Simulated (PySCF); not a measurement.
SMILES Bc1ccccc1C#N (GFN2-xTB optimised geometry):

```
15

B     -1.443    -1.828    -0.008
C     -0.615    -0.518     0.000
C     -1.237     0.736     0.004
C     -0.515     1.916     0.005
C      0.871     1.884     0.002
C      1.530     0.668     0.000
C      0.798    -0.518     0.000
C      1.525    -1.732     0.002
N      2.166    -2.683     0.006
H     -2.610    -1.765    -0.007
H     -0.908    -2.865    -0.016
H     -2.316     0.775     0.005
H     -1.031     2.865     0.008
H      1.437     2.803     0.002
H      2.610     0.627    -0.002
```

Level of theory: PBE0/def2-TZVP run with PySCF 2.14.0.

What are the frontier orbital energies and the dipole moment?

HOMO-2 -9.37 eV, HOMO-1 -8.38 eV, HOMO -7.95 eV, LUMO -2.69 eV, LUMO+1 -1.47 eV; dipole moment 5.14 D.

Meta-Löwdin charges at PBE0/def2-TZVP: B1 -0.03, C2 -0.08, C3 -0.08, C4 -0.11, C5 -0.09, C6 -0.10, C7 0.00, C8 0.11, N9 -0.22, H10 0.02, H11 0.03, H12 0.13, H13 0.13, H14 0.14, H15 0.14.
